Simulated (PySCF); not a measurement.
**Identify the compound**

Molecular formula: C7H11O3P. Simulated spectra:

1H NMR (500 MHz, computed): δ 4.03 (s, 3H), 2.38 (m, 4H), 2.23 (m, 4H).

13C{1H} NMR (computed): δ 214.0 (C), 189.8 (C), 53.6 (CH3), 38.9 (CH2, 2C), 20.1 (CH2, 2C).

Calculated, not measured (PySCF 2.14): NMR shieldings at PBE0/pcSseg-1/GIAO, GFN2-xTB structure. Fast rotation and ring inversion assumed for equivalent nuclei, isolated molecule, non-relativistic Hamiltonian, a single conformation.

Scale: TMS for 1H, 13C (reference shieldings calculated alike).

Question: What is the structure?

Answer: 
1. 5 carbon signals for 7 carbons: some carbons are equivalent by symmetry or fast rotation.
2. Carbon types of the structure: 2 × C, 4 × CH2, 1 × CH3, which accounts for all hydrogens.
3. δC 214.0: ketone carbonyl carbon; low-lying n→π* states of the double bond to the heteroatom give a large paramagnetic term (-276 ppm).
4. δC 189.8: carbonyl carbon.
5. δC 53.6: methyl carbon bonded to O; deshielded by the electronegative neighbour.
6. δC 38.9: sp3 CH2 α to a carbonyl; the adjacent C=O deshields it moderately.
7. δH 4.03: hydrogen on a methyl carbon bonded to O; its carbon carries O, an electronegative neighbour.
8. δH 2.38: hydrogen on an sp3 CH2 α to a carbonyl; α to C=O.
9. δH 2.23: hydrogen on an sp3 CH2 bonded to P.

These data were computed for `COC(=O)P1CCC(=O)CC1`.

The shifts were computed for this structure.

Splittings by 31P in the carbon and heteronuclear signals aren't shown, as no couplings were computed. Shifts are as computed. Against solution values, carbons near 30 ppm lie about +3 ppm off and those near 130 ppm about +5 ppm. Of 1211 compounds with measured shifts, 218 miss one by over three times the rms of a fit or turn the order of signals round; such compounds aren't used in these exercises. Multiplicities follow the n + 1 count of equivalent neighbours, as no J values were calculated; m marks all less simple cases, F and P coupling included.
